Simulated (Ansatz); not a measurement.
Reaction (redistribution): `[CH3][In]([Cl])[C]#N` + `[F][Au]` → `[CH3][In]([F])[C]#N` + `[Cl][Au]`

Program: Ansatz. Geometries: PBE0-D4/def2-TZVP. ΔE: electronic, gas phase. CCSD(T)/CBS is the MP2 limit (def2-TZVPP, def2-QZVPP) plus CCSD(T) − MP2 in def2-TZVPP, frozen cores. Functionals use def2-TZVPP. B3LYP here is the variant with VWN-RPA as its local correlation; programs differ in this. HSE06 is defined as in plane-wave codes. def2 core potentials past Kr. For Au, In outer-core shells are correlated without core-valence functions, which leaves a few kJ/mol of doubt a bond.

| level | ΔE (kJ/mol) | difference from CCSD(T)/CBS |
| --- | --- | --- |
| LDA (SPW92) | -85.2 | 0.7 |
| revPBE-D4 | -73.6 | 12.3 |
| r2SCAN-D4 | -76.9 | 9.0 |
| B97M-V | -71.0 | 14.9 |
| B3LYP-D4 | -77.3 | 8.6 |
| HSE06-D4 | -80.2 | 5.7 |
| BHLYP-D4 | -80.4 | 5.5 |
| ωB97X-V | -75.7 | 10.2 |
| B2PLYP | -81.7 | 4.2 |
| CCSD/def2-SVP | -76.9 | 9.0 |
| CCSD(T)/def2-SVP | -75.8 | 10.1 |
| MP2/def2-TZVPP | -90.5 | -4.6 |
| CCSD/def2-TZVPP | -81.4 | 4.5 |
| MP2/def2-QZVPP | -93.4 | -7.5 |
| CCSD/def2-QZVPP | -85.4 | 0.5 |
| MP2/CBS(def2) | -95.6 | -9.7 |
| CCSD(T)/CBS | -85.9 | 0 |

Largest T1 diagnostic among the species: 0.030, so the coupled-cluster value is less sure than usual.

From BLYP to BHLYP (50 % exact exchange), in def2-TZVPP and without D4, ΔE moves by −6.7 kJ/mol. Leaving LDA and LC-ωPBE aside and taking each functional with its dispersion term where it has one, the values, not all of them listed here, spread over 14.5 kJ/mol, from PBE-QIDH to B97M-V. LDA lies −8.0 kJ/mol from PBE without D4.
